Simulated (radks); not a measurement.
The sulfur ion S+, [Ne] 3s2 3p3. Calculated with a radial shooting solver on a logarithmic mesh with Libxc functionals: non-relativistic Kohn-Sham, PBE, spin-polarised, spherical densities, point nucleus. Every spin shell is full or empty, so the densities are truly spherical. Functionals are evaluated on that one density, not self-consistently. Rank these exchange functionals by their error against the exact value of the orbitals, and give that value: LDA, PBE, PBEsol, OPTX, WC, SOGGA, B86b, G96, APBE, revTPSS, SCAN, r2SCAN, Tao-Mo.

Answer. Exact: -24.7588 hartree. From best to worst, with 100 (|E| - |E exact|)/|E exact| (equal figures are ties): r2SCAN +0.02, OPTX +0.05, G96 +0.07, B86b +0.08, Tao-Mo -0.13, SCAN +0.28, revTPSS -0.46, PBE -0.55, APBE +0.59, WC -1.61, PBEsol -3.50, SOGGA -3.54, LDA -7.97.
